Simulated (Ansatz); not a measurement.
`[CH3][Sb]([CH3])[CH3]` + H₂ → `[CH3][SbH][CH3]` + CH₄ at 400 K and 1 bar (hydrogenolysis of the Sb–C bond).

Isolated molecules relaxed with PBE0-D4/def2-TZVP in Ansatz; ΔE leaves out vibrations. CCSD(T)/CBS is the MP2 limit (def2-TZVPP, def2-QZVPP) plus CCSD(T) − MP2 in def2-TZVPP, frozen cores. This one scheme is used for every species. def2 core potentials past Kr. For Sb outer-core shells are correlated without core-valence functions, which leaves a few kJ/mol of doubt a bond.

| species | CCSD(T)/CBS energy (Eh) | H − E (kJ/mol) | S (J/(mol·K)) |
| --- | --- | --- | --- |
| `[CH3][Sb]([CH3])[CH3]` | -359.59777 | 321.3 | 395.3 |
| H₂ | -1.17544 | 38.0 | 139.0 |
| `[CH3][SbH][CH3]` | -320.32575 | 236.7 | 354.7 |
| CH₄ | -40.46206 | 131.3 | 197.2 |

H − E and S are ideal-gas, rigid-rotor, harmonic terms from PBE0-D4/def2-TZVP. For small species the MP2-based limit differs from directly extrapolated CCSD(T) by up to some mEh (0.8 for H₂); such offsets cancel only in part. 1 Eh = 2625.50 kJ/mol, R = 8.31446 J/(mol·K).

Question: By hand: ΔE, ΔH, ΔS and ΔG.

Answer: ΔE = (-320.32575) + (-40.46206) − (-359.59777) − (-1.17544) = -0.01460 Eh = -38.3 kJ/mol. Δ(H − E) = 236.7 + 131.3 − 321.3 − 38.0 = 8.7, so ΔH = -29.6 kJ/mol. ΔS = 354.7 + 197.2 − 395.3 − 139.0 = 17.6 J/(mol·K). ΔG = -29.6 − 400 × (17.6)/1000 = -36.6 kJ/mol.

Question: By hand: the equilibrium constant, and the temperature at which ΔG would vanish if ΔH and ΔS stayed fixed.

Answer: log₁₀ K = −ΔG/(RT ln 10) = 4.8. ΔH and −TΔS have one sign here, so there is no such temperature.

ΔH outweighs TΔS. A doubt of 5 kJ/mol in ΔE shifts log₁₀ K by 0.7 here. These are equilibria of isolated gas molecules and say nothing of rates. Largest T1 diagnostic: 0.012 (customary marks: 0.02 for closed shells, 0.045 for open ones).
